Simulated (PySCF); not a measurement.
**From computed data to an observable: oscillator strength and radiative lifetime**

InF2I, SMILES [F][In]([F])[I].

Geometry: r2SCAN-D4/def2-SVP. The def2 effective core potentials stand for the cores of I, In; spin–orbit coupling is left out.

TDA-LC-ωPBE/def2-SVPD run with PySCF puts the first singlet state with f over 0.02 at 6.31 eV (vertical), with the transition dipole (0.000, 0.000, -0.762) in atomic units.

Q: Find the oscillator strength, the wavelength and the radiative lifetime that this transition would have in vacuum if emission retraced absorption.

A: 
|μ|² = 0.5806 au, so |μ| = 1.94 D. ΔE = 6.31/27.211 = 0.2319 hartree. f = (2/3) ΔE |μ|² = 0.090 (the program prints 0.090).
λ = 1239.84/6.31 = 196 nm; ν = 50894 cm⁻¹.
Einstein's coefficient A = 0.6670 ν² f s⁻¹ (ν in cm⁻¹) = 1.6e8 s⁻¹, so τ = 1/A = 6.4 ns. This state is S3; the lower singlets have f = 0.012, 0.011. The figure is the radiative limit of this one transition; relaxation, internal conversion, crossing to triplets and a medium change what is measured.
